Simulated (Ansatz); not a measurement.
System: sum formula SiN₂H₄Br₂, charge 0, multiplicity 1. SMILES: N[Si](N)(Br)Br
Geometry from a B3LYP-D3(BJ)/def2-TZVP (Ansatz, a program for electronic structure) optimisation:
```
Si
N 1 1.6936
H 2 1.0072 1 120.60
H 2 1.0087 3 112.55 1 150.58
N 1 1.6936 2 108.92 3 -157.35
H 5 1.0072 1 120.60 2 -157.35
H 5 1.0087 6 112.55 1 150.58
Br 1 2.2424 2 116.51 3 84.77
Br 1 2.2424 2 104.54 3 -32.16
```
Charge 0, spin multiplicity 1.

Computed values are from Ansatz. Correlated levels leave the core frozen unless marked. Open shells are spin-unrestricted. No spin-orbit coupling. The frozen core is the preceding noble-gas configuration, with the filled d and f shells of earlier blocks. Non-relativistic. CBS(X,Y): correlation extrapolated as X^-3; Hartree-Fock from the larger set. The bracket is a focal-point correction in the basis named.

Problem. What is the dipole moment at CCSD(T)/def2-SVPD?

Solution. 2.44 D.

Problem. What is the total energy at RI-MP2/CBS(def2-TZVPPD,def2-QZVPPD)+[CCSD(T)-MP2]/def2-TZVPPD?

Solution. -5546.4322 Eh.

Problem. What is the T1 diagnostic at CCSD/def2-TZVPPD?

Solution. 0.010.

Problem. What is the atomisation energy De at RI-MP2/CBS(def2-TZVPPD,def2-QZVPPD)+[CCSD(T)-MP2]/def2-TZVPPD?

Solution. 727.1 kcal/mol.
